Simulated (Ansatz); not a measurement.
Constitutional and geometric isomers with formula CH6B2. Isolated molecules, 0 K electronic values unless said otherwise. One relaxed conformer stands for each flexible species; it need not be the lowest. Strings in code marks are SMILES.

Quantity: electronic energy of isomers of CH6B2 relative to `BCB`, in eV.

Case: `BBC`. Geometry of `BBC` (neutral, multiplicity 1, Å):

```xyz
9

B      1.6172    -0.0374    -0.0438
B      0.0740     0.5090    -0.1090
C     -1.2472    -0.3028     0.0959
H      2.2556    -0.0359     0.9737
H      2.1985    -0.4287    -1.0194
H     -0.0612     1.6888    -0.3387
H     -1.9006    -0.1614    -0.7734
H     -1.8014     0.1399     0.9336
H     -1.1349    -1.3713     0.2811
```

**Question.** What electronic energy of isomers of CH6B2 relative to `BCB` does frozen-core CCSD(T)/cc-pVDZ // PBE0-D3(BJ)/def2-TZVP (Ansatz, a quantum-chemistry and plane-wave program) give?

**Answer.** 0.285 eV.
